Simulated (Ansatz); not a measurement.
Ideal-gas functions of AlFH$_{4}$Si$_{2}$, SMILES `F[SiH]1[AlH][SiH2]1` at 500 K and 1 bar, from an Ansatz frequency run at PBE0-D4/def2-TZVP.

Molar mass 106.18 g/mol, point group C1 (symmetry number 1), electronic degeneracy 1, moments of inertia 101.369, 209.158, 282.455 u Å². Harmonic wavenumbers (cm⁻¹, unscaled): 158, 192, 338, 363, 388, 408, 445, 475, 541, 611, 633, 823, 873, 1081, 1771, 1928, 2161, 2225.

Use S(trans) = R[1.5 ln M + 2.5 ln T − 1.1517]; rotational temperatures θ = 24.2544 K / I; S(rot) = R[ln(√π/σ · √(T³/θAθBθC)) + 1.5]; for each mode x = 1.438777 ν̃/T, S = R[x/(eˣ − 1) − ln(1 − e⁻ˣ)] and H = RT x/(eˣ − 1); 1 cm⁻¹ = 0.0119627 kJ/mol; R = 8.31446 J/(mol·K).

**Question.** By hand: the entropy, in J/(mol·K).

**Answer.** Translation 177.8. Rotation: θ = 0.2393, 0.116, 0.0859 K, giving 119.8. Vibration, mode by mode: 14.94, 13.35, 8.87, 8.32, 7.82, 7.44, 6.80, 6.33, 5.43, 4.62, 4.39, 2.85, 2.55, 1.59, 0.31, 0.21, 0.12, 0.10, in all 96.0. Electronic 0.0. Sum 393.6 J/(mol·K).

**Question.** By hand: H − E and G − E in kJ/mol, counted from the electronic energy.

**Answer.** Zero-point energy ½ × 15414 × 0.0119627 = 92.2; thermal vibration 27.2; translation, rotation and pV give 4 RT = 16.6. H − E = 136.0 kJ/mol, and G − E = 136.0 − 500 × 393.6/1000 = -60.8 kJ/mol.

Vibration gives 24 % of the entropy. The sum counts one conformer and one mirror image; others add a mixing term.
